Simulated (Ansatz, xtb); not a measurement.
**Relative energy of two isomers of C4H9FSi**

We compare a, `F[C@@H]1CC[C@@H]1[SiH3]`, a singlet, with b, `F[C@H]1C[C@@H]([SiH3])C1`, a singlet. Both are isolated molecules in the gas phase, relaxed with PBE-D3(BJ)/def2-SVP.

a (Å):

```xyz
15

C     0.5022    0.8697   -1.2692
C    -0.5118   -0.2111   -0.8556
C     0.4812   -0.6584    0.2502
C     1.2376    0.6989    0.0795
F    -0.0171    2.1328   -1.5307
Si    0.7926    2.0197    1.3749
H     1.1260    0.5815   -2.1438
H    -1.4138    0.2721   -0.4306
H    -0.8238   -0.9500   -1.6191
H     1.1021   -1.5223   -0.0597
H     0.0519   -0.8860    1.2469
H     2.3450    0.6407    0.0201
H    -0.6981    2.1127    1.5537
H     1.3967    1.5985    2.6891
H     1.3410    3.3678    1.0022
```

b (Å):

```xyz
15

C     0.7915    2.3364    0.4695
C    -0.2790    1.6253   -0.3765
C     0.1194    0.3057    0.3584
C     1.4790    0.9833    0.7221
F     1.5372    3.3214   -0.1482
Si    0.1321   -1.3197   -0.6115
H     0.3634    2.7641    1.4043
H     0.0423    1.6141   -1.4391
H    -1.3284    1.9745   -0.3171
H    -0.4985    0.1783    1.2728
H     0.9699   -1.1461   -1.8520
H     0.7187   -2.4335    0.2160
H    -1.2638   -1.7105   -1.0217
H     1.9255    0.7863    1.7165
H     2.2448    0.8098   -0.0626
```

Problem. Estimate E(b) − E(a) at the level CCSD(T)/def2-SVP + ΔMP2/def2-TZVPP.

Solution. Too close to call at this level: CCSD(T)/def2-SVP + ΔMP2/def2-TZVPP gives E(b) − E(a) = +0.014 eV.

The same difference at several levels:

```
                             level             geometry  E(b) − E(a) (eV)  departure from the last row (eV)  job, with rough time for the two
                          GFN2-xTB             GFN2-xTB              +0.057                            +0.042               optimisation, 1.5 s
                         HF/STO-3G             GFN2-xTB              +0.024                            +0.010               single point, 2.8 s
                r2SCAN-D4/def2-SVP             GFN2-xTB              +0.088                            +0.074                single point, 15 s
               PBE-D3(BJ)/def2-SVP  PBE-D3(BJ)/def2-SVP              +0.055                            +0.040                optimisation, 91 s
                       HF/def2-SVP  PBE-D3(BJ)/def2-SVP              +0.026                            +0.012           part of the CCSD(T) run
                      MP2/def2-SVP  PBE-D3(BJ)/def2-SVP              +0.035                            +0.021           part of the CCSD(T) run
                  CCSD(T)/def2-SVP  PBE-D3(BJ)/def2-SVP              +0.039                            +0.025                      single point
CCSD(T)/def2-SVP + ΔMP2/def2-TZVPP  PBE-D3(BJ)/def2-SVP              +0.014                                               single point, 2.7 min
```

As drawn, both hold the same kinds of bond in the same numbers.

The largest departure from CCSD(T)/def2-SVP + ΔMP2/def2-TZVPP is that of r2SCAN-D4/def2-SVP, 0.074 eV. The last row adds to CCSD(T) the change of the MP2 difference between the two basis sets, here −0.025 eV.

With thermal terms from frequencies at re-optimised GFN2-xTB minima (ideal gas, soft modes damped towards free rotors, one conformer each, 298.15 K, 1 atm): the zero-point term adds −0.005 eV; ΔH is +0.011 and ΔG +0.003 eV.

The correlated steps freeze 10 core orbitals. Run with Ansatz 0.2.0, xtb 6.7.1; the last row on 2 threads of Intel(R) Xeon(R) Processor @ 2.50GHz (Skylake/Cascade Lake) on a shared host.
